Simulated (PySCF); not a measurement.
C5H7BO, SMILES OB(C=C)C#CC.

Geometry: PBE0-D3(BJ)/def2-SVP. This is a generated structure with no PubChem entry under its InChIKey; it may be hypothetical. Other conformers were not sampled.

All values below come from PBE0/def2-TZVP run with PySCF.

Gas-phase values at a fixed geometry.

Computed frontier levels, gap, dipole moment and polarisability:
```
Item                                                                                                            Result
---------------------------------------------------------------------------------------------  -----------------------
highest occupied level                                                                                        -7.60 eV
lowest empty level                                                                                            -1.39 eV
orbital gap                                                                                                    6.21 eV
dipole moment                                                                                                   2.24 D
quadrupole, principal values (traceless, Buckingham form, about the centre of nuclear charge)   -8.46, -0.53, 8.99 D·Å
mean static polarisability                                                                       80.0 bohr³ (11.86 Å³)
polarisability, principal values                                                               48.5, 64.2, 127.4 bohr³
```
